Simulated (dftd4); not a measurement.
technetium atom (Tc), sextet; D4 for b97d (dftd4).

Here is a job for dftd4.
```
$ dftd4 mol.xyz --func b97d --charge 0 --json dftd4.json --noedisp

# file mol.xyz
1

Tc     0.00000000     0.00000000     0.00000000
```

It wrote (shortened):

```
                    ____  _____ _____     ____  _  _
      -------------|  _ \|  ___|_   _|---|  _ \| || |------------
     |             | | | | |_    | | ___ | | | | || |_           |
     |             | |_| |  _|   | ||___|| |_| |__   _|          |
     |             |____/|_|     |_|     |____/   |_|            |
     |             ===================================           |
     |            E. Caldeweyher, S. Ehlert & S. Grimme          |
     |          Mulliken Center for Theoretical Chemistry        |
     |                    University of Bonn                     |
      -----------------------------------------------------------

Rational (Becke-Johnson) damping: b97d-D4-ATM
---------------------
  s6         1.0000
  s8         1.6946
  s9         1.0000
  a1         0.2890
  a2         4.1341
 alp        16.0000
--------------------

Dispersion energy:       0.0000000000000E+00 Eh

[Info] JSON dump of results written to 'dftd4.json'
```
